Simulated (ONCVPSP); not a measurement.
Transferability test, ONCV potential for calcium

```
Element                 : Ca
Generator               : ONCVPSP 4.0.1
Type                    : optimised norm-conserving Vanderbilt (ONCV)
Functional              : BLYP
Relativity              : scalar-relativistic
Frozen core             : [Ne]
Valence charge          : 10
Reference configuration : 3s2 3p6 4s2
Partial waves           : 3s+4s: rc 2.10 bohr, ncon 3, nbas 6, qcut 6.3 1/bohr, 2 projectors; 3p: rc 1.50 bohr, ncon 4, nbas 8, qcut 9.8 1/bohr, 1 projector; d scattering state at 0.11 Ha: rc 2.25 bohr, ncon 4, nbas 8, qcut 4 1/bohr, 2 projectors, debl 3.5 Ha
Local potential         : polynomial inside 0.95 bohr (lpopt 5, dvloc0 0 Ha)
Core correction         : Teter function fitted to the true core (icmod 2), fcfact 0.5
```

In the d channel the program set the typed energies aside and used -0.067, 3.433 Ha.

Energies are relative to the spin-unpolarised reference configuration 3s2 3p6 4s2; without spin polarisation the order of configurations can differ from experiment. Not all tests gave a result: 1 of 4 tests not solved or not reliable.

| valence configuration | charge | ΔE all-electron (eV) | error AE − PS (meV) |
| --- | --- | --- | --- |
| 3s2 3p6 4s1 | +1 | 6.230 | -0.5 |
| 3s2 3p6 4s0 | +2 | 18.188 | -3.1 |
| 3s2 3p6 4s1.5 | +0.5 | 2.442 | -0.1 |

Note: ghosts flagged at negative energy: d at -0.37 eV; no localised positive-energy state flagged. A true bound ghost makes a file unfit for plane-wave use.
